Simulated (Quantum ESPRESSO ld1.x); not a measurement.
These are the eigenvalues of the occupied orbitals of an atom or ion with whole-number occupations (Ry). All-electron calculation, Dirac Kohn-Sham, PBEsol, spin-unpolarised, spherical densities, point nucleus. Program: ld1.x of Quantum ESPRESSO 7.5.

orbital  eigenvalue
1s1/2      -3069.38
2s1/2      -493.595
2p1/2      -466.535
2p3/2      -431.115
3s1/2      -106.473
3p1/2      -94.9644
3p3/2      -87.9481
3d3/2      -67.8564
3d5/2      -66.3436
4s1/2      -21.1485
4p1/2      -16.8434
4p3/2      -15.3295
4d3/2      -8.26151
4d5/2      -7.99600
5s1/2      -2.86627
5p1/2      -1.72182
5p3/2      -1.51596
6s1/2      -0.25580
4f5/2      -0.10862
4f7/2      -0.08361

Which element is it, and in what charge state? The configuration may be excited. Open shells, if any, are shared by 2j + 1.

Answer. Z = 59, praseodymium, charge 0: Pr in [Xe] 4f3 6s2. The list shows which subshells hold electrons but not how many an open one holds; the 1s level, -1534.7 hartree, gives Z - s = 55.4 by -(Z - s)^2/2, which with screening and relativity narrows Z to a few neighbours, and the depths of the outer levels then fix element, charge and occupations together.
